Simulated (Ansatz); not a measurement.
NbSe(OSiH3)3 (NbSi₃SeO₃H₉). Total charge 0; triplet. Geometry PBE-D4/def2-SVP, that of the neutral singlet; atoms count from 1.

```xyz
17

Nb   -0.147    0.120    0.166
Se   -1.540    1.211    1.653
O     1.169    1.349   -0.423
Si    1.975    2.836   -0.530
H     1.245    3.858    0.297
H     2.007    3.255   -1.972
H     3.377    2.656   -0.021
O    -1.196   -0.486   -1.288
Si   -2.612   -0.714   -2.193
H    -3.780   -0.144   -1.440
H    -2.800   -2.187   -2.417
H    -2.449   -0.016   -3.514
O     0.653   -1.339    1.071
Si    0.956   -2.376    2.378
H     0.195   -1.895    3.580
H     2.432   -2.369    2.655
H     0.516   -3.760    1.998
```

In the def2 sets Nb takes a core potential; there is no spin–orbit coupling. At PBE0-D4/def2-SVP a singlet of charge 0 lies 2.97 eV below the triplet at the same geometry.

Estimate the Mulliken populations from the PBE0/def2-SVP orbitals of Ansatz.


| atom | charge (e) | spin (α − β) | d electrons |
| --- | --- | --- | --- |
| Nb1 | 1.03 | 0.90 | 3.09 |
| Se2 | -0.12 | 1.00 | – |
| O3 | -0.64 | 0.03 | – |
| Si4 | 0.61 | 0.01 | – |
| H5 | -0.09 | 0.00 | – |
| H6 | -0.09 | 0.00 | – |
| H7 | -0.09 | 0.00 | – |
| O8 | -0.64 | 0.04 | – |
| Si9 | 0.61 | 0.01 | – |
| H10 | -0.09 | 0.01 | – |
| H11 | -0.09 | 0.00 | – |
| H12 | -0.09 | 0.00 | – |
| O13 | -0.65 | 0.00 | – |
| Si14 | 0.61 | 0.00 | – |
| H15 | -0.09 | 0.00 | – |
| H16 | -0.09 | 0.00 | – |
| H17 | -0.09 | 0.00 | – |
Mulliken values and Mayer orders depend strongly on the basis.

Where does the spin sit?

Summed by element: Nb 0.90, Se 1.00, O 0.06, Si 0.03, H 0.01, of 2 unpaired in all. Largest on single atoms: Se2 1.00, Nb1 0.90, O8 0.04.

And the Mayer bond orders between bonded heavy atoms (over 0.3)?

Nb1–Se2 1.39 (2.31 Å); Nb1–O3 1.05 (1.89 Å); Nb1–O8 1.05 (1.89 Å); Nb1–O13 1.05 (1.89 Å); O3–Si4 0.96 (1.70 Å); O8–Si9 0.96 (1.70 Å); O13–Si14 0.95 (1.70 Å).
